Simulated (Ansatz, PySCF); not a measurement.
Species: sum formula H5SiN2O2, charge 0, multiplicity 2. It need not be the lowest isomer of its formula. 
Structure (B3LYP-D3(BJ)/def2-TZVP (Ansatz, an electronic-structure program) minimum search):
```xyz
10

Si     0.0098    -0.0162    -0.0672
O     -0.8162    -1.2406    -0.7356
O      1.6500    -0.0691    -0.0498
N     -0.5098     1.4496    -0.7458
N     -0.3898    -0.2844     1.5926
H      2.1022    -0.1454    -0.8929
H      0.0155     2.3062    -0.7024
H     -1.4244     1.5607    -1.1487
H     -1.3496    -0.2336     1.8988
H      0.1461    -0.9410     2.1416
```
Charge 0, spin multiplicity 2.

Dipole moments at this geometry, in debye (magnitudes).

```tsv
level	program	dipole (D)
HF/def2-TZVPD	PySCF	?
B3LYP/def2-TZVPD	Ansatz	2.18
r2SCAN0/def2-TZVPD	Ansatz	1.84
M06-2X/def2-TZVPD	PySCF	1.71
CCSD(T)/aug-cc-pV(D+d)Z	Ansatz	?
```

**Question.** Fill in the missing entries.

**Answer.** 
- HF/def2-TZVPD, dipole (D): 1.67
- CCSD(T)/aug-cc-pV(D+d)Z, dipole (D): 1.77
